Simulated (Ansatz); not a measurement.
A family of molecules: the atomisation energy (no zero-point term)

One atom is swapped for its congeners: C2H3B `BC#C`; C2H3Al (ethynylalumane) `C#[C][AlH2]`; C2H3In `C#[C][InH2]`. The Ga member is missing. All are singlets with charge 0.

Shapes, held fixed at every level: PBE0-D4/def2-TZVP. Programs: Ansatz 0.2.0. Values in eV.

```json
{"level": "HF/def2-SVP", "C2H3B": "19.67", "C2H3Al": "16.93", "C2H3In": "14.71"}
{"level": "PBE0-D4/def2-TZVPP", "C2H3B": "25.65", "C2H3Al": "22.42", "C2H3In": "20.47"}
{"level": "wB97M-V/def2-TZVPP", "C2H3B": "25.55", "C2H3Al": "22.57", "C2H3In": "20.61"}
{"level": "B2PLYP/def2-TZVPP", "C2H3B": "25.44", "C2H3Al": "22.39", "C2H3In": "20.28"}
{"level": "CCSD/def2-TZVPP", "C2H3B": "24.35", "C2H3Al": "21.59", "C2H3In": "19.70"}
{"level": "CCSD(T)/def2-TZVPP", "C2H3B": "24.76", "C2H3Al": "21.98", "C2H3In": "20.11"}
```

At CCSD(T)/def2-TZVPP the atomisation energy falls at every step, from 24.76 to 20.11 eV. Every level shows the same order. For atoms past krypton def2 sets carry core potentials with scalar relativity. Correlated rows may include outer-core shells of In, which these sets cover unevenly. Spin-orbit coupling, which grows down the group, is left out (summed over each molecule's free atoms 0.01, 0.02, 0.19 eV).
